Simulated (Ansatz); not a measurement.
`N=C(O)CBr`, relaxed with RKS PBE-D4/def2-SVP in Ansatz from a rough embedded geometry. The force threshold is 0.03 eV/Å; the program also tests the step.

The species carries charge 0 and has multiplicity 1.

Start:

```xyz
9

N    -0.315   -0.022    1.470
C     0.288   -0.019    0.383
O     1.588   -0.047    0.493
C    -0.146    0.047   -0.997
Br   -2.143    0.056   -1.064
H    -1.393    0.016    1.270
H     1.832   -0.047    1.476
H     0.137   -0.864   -1.534
H     0.152    0.881   -1.497
```

```
        step  energy (eV)  largest force (eV/Å)  largest move (Å)
           1  -75692.2383                 3.797             0.000
           2  -75692.7717                 1.326             0.132
           3  -75692.8440                 0.651             0.048
4 (rejected)  -75692.7933                 1.262             0.059
           5  -75692.8515                 0.117             0.015
           6  -75692.8518                 0.020             0.003
```

End:

```xyz
9

N    -0.386   -0.012    1.539
C     0.272   -0.012    0.449
O     1.628   -0.042    0.453
C    -0.205    0.018   -0.993
Br   -2.142    0.052   -1.167
H    -1.400    0.013    1.350
H     1.875   -0.057    1.403
H     0.166   -0.874   -1.533
H     0.194    0.916   -1.503
```

It took 9 s on 4 threads of an Arm Neoverse V1 on a shared host, with 0.16 GiB of host memory at the peak.
